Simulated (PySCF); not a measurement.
# NaBi⁺, MP2: how much the basis matters

PySCF, UHF reference; quartet, unpaired electrons σ ↑, π ↑↑; De to Na⁺ + Bi without counterpoise correction. Frozen cores follow the default of each basis and core potential.

| basis | relativity | functions | Re (Å) | ωe (cm⁻¹) | De (eV) | frozen orbitals |
| --- | --- | --- | --- | --- | --- | --- |
| def2-SVP | scalar-relativistic core potentials | 41 | 3.505 | 91.2 | n/a | 5 |
| def2-SVPD | scalar-relativistic core potentials | 50 | 3.504 | 90.5 | n/a | 5 |
| aug-cc-pVDZ/aug-cc-pVDZ-PP | scalar-relativistic core potentials | 59 | 3.481 | 94.5 | n/a | 5 |

Task: How does each smaller set differ from the one with most functions, aug-cc-pVDZ/aug-cc-pVDZ-PP?

Result: def2-SVP: +2.4 pm, -3.5 % in ωe; def2-SVPD: +2.3 pm, -4.2 % in ωe. All at MP2; the set with most functions is neither the basis-set limit nor always the best.

Correlated steps freeze 5 core orbitals. These are scalar-relativistic numbers at best; spin–orbit coupling would shift them, the dissociation energy most. The state was picked by a PBE0 search and need not be the measured ground state.
